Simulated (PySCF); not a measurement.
Pt(OH)2 (H2O2Pt), SMILES [OH][Pt][OH] (connectivity only; charge and spin as stated), neutral, multiplicity 3.

Geometry optimised at B3LYP-D3(BJ)/def2-TZVP. The spin state was assumed, not searched. The def2 effective core potentials stand for the cores of Pt; spin–orbit coupling is left out. The values are those of a single conformer.

All values below come from TDA-B3LYP/def2-SVPD in PySCF.

Vertical excitations. 

| state | energy (eV) | λ (nm) | f | main pairs |
|---|---|---|---|---|
| root 1 | 0.86 | 1446 | 0.000 | β HOMO→LUMO 96 % |
| root 2 | 0.90 | 1380 | 0.000 | β HOMO→LUMO+1 93 % |
| root 3 | 1.08 | 1149 | 0.000 | β HOMO−2→LUMO+1 50 %, β HOMO−1→LUMO 49 % |
| root 4 | 1.08 | 1146 | 0.000 | β HOMO−1→LUMO+1 51 %, β HOMO−2→LUMO 48 % |
| root 5 | 1.52 | 813 | 0.000 | β HOMO−2→LUMO+1 49 %, β HOMO−1→LUMO 46 % |
| root 6 | 1.54 | 805 | 0.000 | β HOMO−1→LUMO+1 49 %, β HOMO−2→LUMO 48 % |
| root 7 | 3.12 | 397 | 0.000 | β HOMO−3→LUMO+1 98 % |
| root 8 | 3.24 | 383 | 0.002 | β HOMO−3→LUMO 61 %, β HOMO−4→LUMO+1 37 % |
| root 9 | 3.58 | 346 | 0.000 | β HOMO−4→LUMO 93 % |
| root 10 | 4.13 | 300 | 0.001 | β HOMO−5→LUMO 94 % |
Unrestricted roots are not spin-pure.
